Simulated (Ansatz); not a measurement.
The molecule PS-, multiplicity 3 (lowest of 2S+1 = 1, 3, 5 at CCSD(T)/def2-TZVPP on PBE0 minima; our sources give no spin for the ground state, which may be another).

Constants: fifth-degree fit in 1/R to seven points, most abundant isotopes. In def2 and cc sets the state is the lowest found near the PBE0 minimum, followed along R.

Frozen-core correlation.

Run with Ansatz (a quantum-chemistry and plane-wave program) with Gaussian orbitals. Values without a source in brackets are computed.

Energies at CCSD/def2-QZVPP:

| R (Å) | E (hartree) |
|---|---|
| 1.858168 | -738.67861164 |
| 1.908119 | -738.68498610 |
| 1.954073 | -738.68804307 |
| 2.006022 | -738.68890578 |
| 2.057971 | -738.68758819 |
| 2.117912 | -738.68398921 |
| 2.187843 | -738.67773172 |

Question: With a reduced mass of 15.7325 u, find the minimum, the force constant and the constants.

Answer: A fifth-degree polynomial in 1/R puts the minimum at r_e = 1.9986 Å with force constant 363 N/m. Then ω_e = (1/2πc)√(k/μ) = 626 cm⁻¹ and B_e = h/(8π²cμr_e²) = 0.2683 cm⁻¹; the cubic and quartic terms give α_e = 0.0015 and ω_e x_e = 2.5 cm⁻¹.
